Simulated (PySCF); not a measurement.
## HO2Ta: script and output

The script input.py:

```python
from pyscf import gto, scf

mol = gto.M(
    atom='Ta 0.1008 0 -0.1151; O -0.6226 1.3734 0.6307; O -0.6226 -1.3734 0.6307; H 1.7134 0 0.6358',
    basis='def2-svp',
    ecp={'Ta': 'def2-svp'},
    charge=0,
    spin=0,
    verbose=3,
)
mf = scf.UHF(mol)
mf.kernel()
mf.mulliken_pop()
mf.dip_moment()
print('orbital energies (hartree):', [e[max(0, n-3):n+3].round(4) for e, n in zip(mf.mo_energy, mol.nelec)])
```

```bash
$ OMP_NUM_THREADS=1 python input.py
```

The log (some set-up lines and the per-cycle HOMO/LUMO lines with their warnings removed):

```
converged SCF energy = -206.567013314087  <S^2> = 1.8651891e-08  2S+1 = 1
 ** Mulliken pop       alpha | beta **
pop of  0 Ta 5s        0.01790 | 0.01790
pop of  0 Ta 6s       -0.16578 | -0.16578
pop of  0 Ta 7s        0.91032 | 0.91032
pop of  0 Ta 8s        0.25904 | 0.25904
pop of  0 Ta 9s        0.20889 | 0.20892
pop of  0 Ta 10s        0.00643 | 0.00643
pop of  0 Ta 5px       0.92378 | 0.92378
pop of  0 Ta 5py       0.92243 | 0.92243
pop of  0 Ta 5pz       0.91927 | 0.91927
pop of  0 Ta 6px       0.09662 | 0.09663
pop of  0 Ta 6py       0.08726 | 0.08726
pop of  0 Ta 6pz       0.08956 | 0.08957
[53 lines left out]
In total            15.00000 | 15.00000
 ** Mulliken atomic charges   ( Nelec_alpha | Nelec_beta ) **
charge of  0Ta =      1.33031  (     5.83473      5.83496 )
charge of  1O =     -0.52144  (     4.26076      4.26068 )
charge of  2O =     -0.52144  (     4.26076      4.26068 )
charge of  3H =     -0.28743  (     0.64375      0.64369 )
Dipole moment(X, Y, Z, Debye):  2.26247, -0.00000, -7.46790
orbital energies (hartree): [array([-0.4801, -0.457 , -0.4414, -0.0473,  0.0137,  0.07  ]), array([-0.4801, -0.457 , -0.4414, -0.0473,  0.0137,  0.07  ])]
```

In short: E(SCF) = -206.567013 Eh, μ(SCF) = 7.80 D.

Hardware: Arm Neoverse N1, 1 thread, shared host. Wall time 1.8 s.

No search for the lowest solution was made, and open d or f shells often end in a higher one.
